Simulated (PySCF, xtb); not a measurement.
3,6-dihydro-2H-pyran (C5H8O), SMILES C1=CCOCC1.

GFN2-xTB run with xtb 6.7.1 at its own geometry gives an orbital gap of 5.06 eV and a dipole moment of 1.48 D.

The structure is a stationary point at B3LYP-D3(BJ)/def2-SVP. One conformer was computed; it need not be the lowest.

Question: What does CAM-B3LYP/def2-TZVP in PySCF give? (Estimate from the structure and the level; the computed values follow.)

Answer: gap 9.92 eV (levels -8.41 and 1.50 eV), dipole 1.28 D.
